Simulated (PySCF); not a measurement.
**C (carbon, neutral) across methods**

[He] 2s2 2p2, high-spin 3P determinant. Computed with PySCF 2.14 in x2c-QZVPPall with one added diffuse shell each of s, p, d, f type (8s5p4d3f1g, 73 functions), with the spin-free X2C one-electron Hamiltonian (Gaussian nucleus).

```csv
method,E (hartree),mean ε 2s α (eV),mean ε 2s β (eV),mean ε 2p α (eV),Σ⟨r²⟩ (bohr²),⟨S²⟩
PBE0,-37.8226,-16.612,-13.245,-7.647,13.98,2.004
UHF,-37.70865,-22.577,-15.889,-11.944,13.75,2.010
r2SCAN,-37.8500,-15.225,-11.945,-6.568,13.92,2.007
PBE,-37.8140,-14.446,-11.904,-6.094,14.21,2.003
LDA,-37.4849,-14.372,-11.877,-6.123,14.28,2.003
MN15,-37.8551,-16.955,-14.048,-8.191,14.13,2.002
B3LYP,-37.8770,-16.067,-13.097,-7.328,14.03,2.004
LC-wPBE,-37.8401,-19.815,-16.320,-10.676,13.91,2.003
```

(1) Estimate the same row for M06-L.

Results:

(1) E (hartree) = -37.8647; mean ε 2s α (eV) = -15.036; mean ε 2s β (eV) = -11.898; mean ε 2p α (eV) = -6.265; Σ⟨r²⟩ (bohr²) = 13.71; ⟨S²⟩ = 2.007.
